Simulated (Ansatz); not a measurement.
Ansatz (a quantum-chemistry and plane-wave program) input:

Ansatz 0.2 input:
```yaml
crystal:
  periodic: [false, false, false]
  atoms:
    - {symbol: C, position_ang: [-1.75786059, -0.12937780, 0.05453946]}
    - {symbol: Te, position_ang: [0.32399535, 0.01829104, -0.00811740]}
    - {symbol: H, position_ang: [-2.14767649, -0.83792228, -0.67194852]}
    - {symbol: H, position_ang: [-2.13830036, -0.23195878, 1.06771231]}
    - {symbol: H, position_ang: [-2.01461791, 0.89501381, -0.30089565]}
basis:
  gaussian:
    orbitals: def2-SVPD
total_charge: 1
magnetization: {spin_polarized: false}
correlation: {method: ccsd_t, electrons: outside_noble_gas}
```

Question: Which total energy does the run end on?

Answer: -306.50947 Eh (CCSD(T)/def2-SVPD). The basis has 79 functions.
